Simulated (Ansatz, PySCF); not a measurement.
Gas-phase reaction (SMILES): O[SiH2]O [dihydroxysilane] + 2 [H][H] (H2) -> 2 O (H2O) + [SiH4] (SiH4); energy of full hydrogenation.

Each molecule is optimised on its own at B3LYP-D3(BJ)/def2-TZVP (Ansatz, a first-principles code), one conformer each, not searched for the lowest. Cores are frozen in the correlated levels unless marked. Spin-orbit coupling is left out. Non-relativistic. CBS(X,Y): correlation extrapolated as X^-3; Hartree-Fock from the larger set. Thermal terms are rigid-rotor harmonic-oscillator values from B3LYP-D3(BJ) frequencies (PySCF) at 298.15 K and 1 atm. 1 Eh = 627.5095 kcal/mol.

| species | E, CCSD(T)/CBS(cc-pV(T+d)Z,cc-pV(Q+d)Z) (Ansatz) (Eh) | E, B3LYP-D3(BJ)/def2-TZVPD (Ansatz + dftd3) (Eh) | H - E (Eh) | G - E (Eh) |
|---|---|---|---|---|
| O[SiH2]O | -441.91788 | -442.55137 | 0.05088 | 0.01722 |
| [H][H] (H2) | -1.17450 | -1.17983 | 0.01336 | -0.00144 |
| O (H2O) | -76.37426 | -76.46738 | 0.02495 | 0.00353 |
| [SiH4] (SiH4) | -291.45815 | -291.91976 | 0.03520 | 0.01198 |

Work out ΔE and ΔH, ΔG, ΔS and the equilibrium constant at 298.15 K at the first level, then ΔH at the second.


1. ΔE = [2×(-76.37426) + (-291.45815)] - [(-441.91788) + 2×(-1.17450)] = 0.06021 Eh = 37.8 kcal/mol at CCSD(T)/CBS(cc-pV(T+d)Z,cc-pV(Q+d)Z).
2. The terms H - E add up to 0.00750 Eh, so ΔH = (0.06021 + (0.00750))×627.5095 = 42.5 kcal/mol.
3. The terms G - E add up to 0.00470 Eh, so ΔG = 40.7 kcal/mol, and ΔS = (0.00750 - (0.00470))×627509.5/298.15 = 5.9 cal/(mol K).
4. log10 K = -ΔG/(RT ln 10) = -29.8, with RT ln 10 = 1.3642 kcal/mol.
5. At B3LYP-D3(BJ)/def2-TZVPD the same steps give ΔE = 35.5 and ΔH = 40.2 kcal/mol, a shift of -2.3 from the first level.
6. These values are not checked against measurement here, since the tables used lack a sound gas-phase enthalpy of formation for at least one species.
